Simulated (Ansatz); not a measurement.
Compare A (`CC1(O)[SiH2][Se]1`) with its isomer B (`O[SiH2]/C=C/[SeH]`).

Program: Ansatz. Geometries: PBE0-D4/def2-TZVP. ΔE: electronic, gas phase. CBS: MP2 limit from def2 TZ/QZ plus the TZ coupled-cluster correction, frozen cores. DFT in def2-TZVPP. B3LYP here is the variant with VWN-RPA as its local correlation; programs differ in this. For Se outer-core shells are correlated without core-valence functions, which leaves a few kJ/mol of doubt a bond. Scalar relativity is left out up to krypton. Each species was taken in one conformer, which may not be the lowest.

A:

Z-matrix (Å, degrees):
```
C
C 1 1.501
H 1 1.095 2 109.1
H 1 1.096 2 111.1 3 -119.2
H 1 1.089 2 111.6 3 120.5
O 2 1.373 1 114.5 3 58.9
Si 2 1.854 1 123.5 3 -93.2
Se 2 2.115 1 111.2 3 -169.8
H 6 0.965 2 109.2 1 48.5
H 7 1.483 2 117.7 1 8.0
H 7 1.480 2 117.7 1 148.1
```

B:

Z-matrix (Å, degrees):
```
Si
C 1 1.843
O 1 1.650 2 108.7
H 1 1.490 2 107.4 3 121.1
H 1 1.492 2 111.6 3 -119.9
C 2 1.333 1 120.5 3 -119.8
H 2 1.089 1 120.0 3 61.1
H 3 0.958 1 117.3 2 -155.7
Se 6 1.891 2 124.1 1 -178.5
H 6 1.086 2 121.6 1 1.3
H 9 1.467 6 95.1 2 -178.6
```

Problem. Which is lower in electronic energy at CCSD(T)/CBS, and by how much? (Estimate.)

Solution. Computed: B, by 18.6 kcal/mol.

Problem. Give E(B) − E(A) in kcal/mol with PBE-D4, PBE0-D4, CCSD/def2-TZVPP, CCSD(T)/def2-TZVPP, B3LYP, MP2/def2-TZVPP, B3LYP-D4. (Best estimate.)

Solution. Computed: PBE-D4 -12.6, PBE0-D4 -13.6, CCSD/def2-TZVPP -21.5, CCSD(T)/def2-TZVPP -19.9, B3LYP -21.2, MP2/def2-TZVPP -18.2, B3LYP-D4 -19.8. None reverses the order clearly.

Largest T1 diagnostic: 0.012.

The D4 term adds +1.4 kcal/mol with B3LYP and +0.7 kcal/mol with PBE0; it sums over pairs of atoms, weighted by their polarisabilities, and B3LYP, whose exchange is more repulsive, gets the larger term. In def2-TZVPP, CCSD(T) changes the Hartree–Fock value by +8.1 kcal/mol (the triples alone add +1.6 kcal/mol) and MP2 by +9.8 kcal/mol.
